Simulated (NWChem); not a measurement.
The numbers come from NWChem runs, not from measurements. System: CH3FOSi, charge 1, spin multiplicity 2, at the geometry of a parent with another charge or spin, in a state set for the comparison that need not be this species' ground state. Its SCF solution wasn't tested for a lower state. Level: UMP2/pcseg-1, 8 core orbitals frozen.

Input file:

```
start mol
memory heap 200 mb stack 900 mb global 1100 mb
charge 1
geometry units angstroms nocenter noautoz
  O     -1.890490    -1.025795     0.000000
  C     -1.228783    -0.011491     0.000000
  Si     0.690249    -0.183920     0.000000
  F      1.372834     1.296520     0.000000
  H     -1.727924     0.998886     0.000000
  H      1.102777    -0.908687    -1.228778
  H      1.102777    -0.908687     1.228778
  symmetry group Cs
end
basis spherical
  * library pcseg-1
end
scf
  uhf
  nopen 1
  maxiter 100
  thresh 1e-7
  semidirect memsize 60000000 filesize 0
  # guess.movecs holds the orbitals of an unrestricted PBE0 run
  vectors input guess.movecs output mol.movecs
end
mp2
  freeze core 8
end
task mp2 energy
```

Part of the output:

```
             Northwest Computational Chemistry Package (NWChem) 7.3.0
             --------------------------------------------------------

                                NWChem Input Module
                                -------------------

 Scaling coordinates for geometry "geometry" by  1.889725989
 (inverse scale =  0.529177249)

 Turning off AUTOSYM since
 SYMMETRY directive was detected!

                             Geometry "geometry" -> ""
                             -------------------------

 Output coordinates in angstroms (scale by  1.889725989 to convert to a.u.)

  No.       Tag          Charge          X              Y              Z
 ---- ---------------- ---------- -------------- -------------- --------------
    1 O                    8.0000    -1.89049000    -1.02579500     0.00000000
    2 C                    6.0000    -1.22878300    -0.01149100     0.00000000
    3 Si                  14.0000     0.69024900    -0.18392000     0.00000000
    4 F                    9.0000     1.37283400     1.29652000     0.00000000
    5 H                    1.0000    -1.72792400     0.99888600     0.00000000
    6 H                    1.0000     1.10277700    -0.90868700    -1.22877800
    7 H                    1.0000     1.10277700    -0.90868700     1.22877800

 Effective nuclear repulsion energy (a.u.)     154.4179304471

            Nuclear Dipole moment (a.u.)
            ----------------------------
        X                 Y               Z
 ---------------- ---------------- ----------------
     0.0000075589     0.0000113384     0.0000000000

      Symmetry information
      --------------------

 Group name             Cs
 Group number              2
 Group order               2
 No. of unique centers     6

      Symmetry unique atoms

     1    2    3    4    5    6


 Summary of "ao basis" -> "" (spherical)
 ------------------------------------------------------------------------------
       Tag                 Description            Shells   Functions and Types
 ---------------- ------------------------------  ------  ---------------------
 *                          pcseg-1                   on all atoms

 Summary of "ao basis" -> "ao basis" (spherical)
 ------------------------------------------------------------------------------
       Tag                 Description            Shells   Functions and Types
 ---------------- ------------------------------  ------  ---------------------
 O                          pcseg-1                  6       14   3s2p1d
 C                          pcseg-1                  6       14   3s2p1d
 Si                         pcseg-1                  8       18   4s3p1d
 F                          pcseg-1                  6       14   3s2p1d
 H                          pcseg-1                  3        5   2s1p

                                 NWChem SCF Module
                                 -----------------

  ao basis        = "ao basis"
  functions       =    75
  atoms           =     7
  alpha electrons =    20
  beta  electrons =    19
  charge          =   1.00
  wavefunction    = UHF
  use symmetry    = T
  symmetry adapt  = T

 Summary of "ao basis" -> "ao basis" (spherical)
 ------------------------------------------------------------------------------
       Tag                 Description            Shells   Functions and Types
 ---------------- ------------------------------  ------  ---------------------
 O                          pcseg-1                  6       14   3s2p1d
[...]
    7 H    1     0.53   0.37  0.15  0.00

   Mulliken analysis of the beta density
   -------------------------------------

    Atom       Charge   Shell Charges
 -----------   ------   -------------------------------------------------------
    1 O    8     3.48   1.00  0.46  0.46  1.00  0.55  0.02
    2 C    6     3.08   1.00  0.42  0.29  1.01  0.34  0.03
    3 Si  14     6.36   1.00  1.00  0.43  0.04  3.00  0.81 -0.04  0.13
    4 F    9     4.74   1.00  0.47  0.51  1.70  1.06  0.00
    5 H    1     0.28   0.28 -0.02  0.01
    6 H    1     0.53   0.37  0.16  0.00
    7 H    1     0.53   0.37  0.16  0.00

   Mulliken analysis of the spin density
   -------------------------------------

    Atom       Charge   Shell Charges
 -----------   ------   -------------------------------------------------------
    1 O    8     1.01  -0.00  0.04 -0.01  0.76  0.22 -0.00
    2 C    6    -0.26  -0.00 -0.02 -0.03 -0.12 -0.10  0.02
    3 Si  14     0.11   0.00  0.00  0.02  0.00  0.00  0.08  0.00  0.01
    4 F    9     0.01  -0.00  0.00 -0.00  0.01 -0.00 -0.00
    5 H    1     0.14   0.12  0.02 -0.00
    6 H    1    -0.00   0.00 -0.00 -0.00
    7 H    1    -0.00   0.00 -0.00 -0.00

       Multipole analysis of the density wrt the origin
       ------------------------------------------------

     L   x y z        total         alpha         beta         nuclear
     -   - - -        -----         -----         ----         -------
     0   0 0 0      1.000000    -20.000000    -19.000000     40.000000

     1   1 0 0     -1.692336      0.817133     -2.509477      0.000008
     1   0 1 0     -0.469970      0.548671     -1.018652      0.000011
     1   0 0 1      0.000000     -0.000000      0.000000      0.000000

     2   2 0 0    -14.690975   -133.023103   -119.862473    238.194601
     2   1 1 0     -3.683396    -51.226183    -45.699332     93.242118
     2   1 0 1      0.000000     -0.000000      0.000000      0.000000
     2   0 2 0    -20.674045    -60.234532    -55.680804     95.241291
     2   0 1 1     -0.000000     -0.000000     -0.000000      0.000000
     2   0 0 2    -19.629901    -15.269078    -15.144689     10.783867

                   NWChem MP2 Semi-direct Energy/Gradient Module
                   ---------------------------------------------

  Basis functions       =     75
  Molecular orbitals    =     75
  Frozen core           =      8
  Frozen virtuals       =      0
  Active alpha occupied =     12
  Active beta occupied  =     11
  Active alpha virtual  =     55
  Active beta virtual   =     56
  Use MO symmetry       = T
  Use skeleton AO sym   = T

  AO/Fock/Back tols     =   1.0D-09  1.0D-09  1.0D-09

 GA uses MA = F    GA memory limited = T

 Available:
  local mem=  1.26D+08
 global mem=  1.44D+08
 local disk=  0.00D+00
  mp2_memr nvloc                    55
  nvloc new                    55
   1 passes of  12:        3145728                      28305                   6095425.
   1 passes of  12: M    126151343           G      144167950           F     123005615.

 Semi-direct pass number   1 of   1  for UHF alpha       at        1.1s
  vrange nnbf                  2712
  mp2_eaftype                    23  avail_ma_in_mb                  1099
 EAF : mp2_eaftype filesize          23    3047712.
  mp2_eaf for mointskh                     23
Node 0 wrote     14.3 Mb in      0.0 s     Agg I/O rate:  2446.1 Mb/s
 Done moints_semi at        2.0s
  mp2_eaftype                    23  avail_ma_in_mb                  1076
 EAF : mp2_eaftype filesize          23    3047712.
  mp2_eaf for kh                    23
 Done maket at        2.0s
 Done multipass loop at        2.0s

 GA uses MA = F    GA memory limited = T

 Available:
  local mem=  1.26D+08
 global mem=  1.44D+08
 local disk=  0.00D+00
  mp2_memr nvloc                    56
  nvloc new                    56
   1 passes of  11:        3145728                      27183                   5689710.
   1 passes of  11: M    126151343           G      144167950           F     123005615.

 Semi-direct pass number   1 of   1  for UHF beta        at        2.0s
  vrange nnbf                  2712
  mp2_eaftype                    21  avail_ma_in_mb                  1099
 EAF : mp2_eaftype filesize          21    2844855.
  mp2_eaf for mointskh                     21
Node 0 wrote     13.4 Mb in      0.0 s     Agg I/O rate:  1463.6 Mb/s
 Done moints_semi at        2.9s
  mp2_eaftype                    21  avail_ma_in_mb                  1078
 EAF : mp2_eaftype filesize          21    2844855.
  mp2_eaf for kh                    21
 Done maket at        3.0s
 Done multipass loop at        3.0s

          -------------------------------------------
          SCF energy                -502.461823593106
          Correlation energy          -0.540645893755
          Singlet pairs                0.000000000000
          Triplet pairs                0.000000000000
          Total MP2 energy          -503.002469486861
          -------------------------------------------

          ---------------------------------------------------
                    Spin Component Scaled (SCS) MP2
          Same spin pairs                     -0.136487573782
          Same spin scaling factor             0.333333333333
          Opposite spin pairs                 -0.404158319973
          Opposite spin scaling fact.          1.200000000000
          SCS-MP2 correlation energy          -0.530485841895
          Total SCS-MP2 energy              -502.992309435001
          ---------------------------------------------------

 -----------------------
 Performance information
 -----------------------

 Timer overhead =  9.62D-08 seconds/call

               Nr. of calls         CPU time (s)                 Wall time (s)                GFlops
             ---------------    -------------------     ------------------------------   -------------------
Name         Min   Avg   Max    Min     Avg     Max     Min     Avg     Max   Mx/calls   Min     Max     Sum
mp2: moin     2     2     2    1.8     1.8     1.8      1.8     1.8     1.8    0.89      0.0     0.0     0.0
mp2: make     2     2     2   0.10    0.10    0.10     0.10    0.10    0.10    5.10E-2   0.0     0.0     0.0
mp2: tota     1     1     1    1.9     1.9     1.9      1.9     1.9     1.9     1.9      0.0     0.0     0.0

 The average no. of pstat calls per process was 5.00D+00
 with a timing overhead of 4.81D-07s

 Task  times  cpu:        3.0s     wall:        3.0s

 Total times  cpu:        3.0s     wall:        3.0s
```
